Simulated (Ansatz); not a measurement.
Species: [In(H)3(pyridine)] (charge 0, multiplicity 1), formula C$_{5}$H$_{8}$InN.

Problem. How many basis functions does frozen-core CCSD(T)/def2-TZVPP // PBE0-D4/def2-SVP (Ansatz, a quantum-chemistry and plane-wave program) use, how many core orbitals are frozen, and how many electrons are correlated?

Solution. 348 basis functions and 10 frozen orbitals, which leaves 46 correlated electrons (filled d shells below the valence shell are correlated). Core time is of the order of hours.
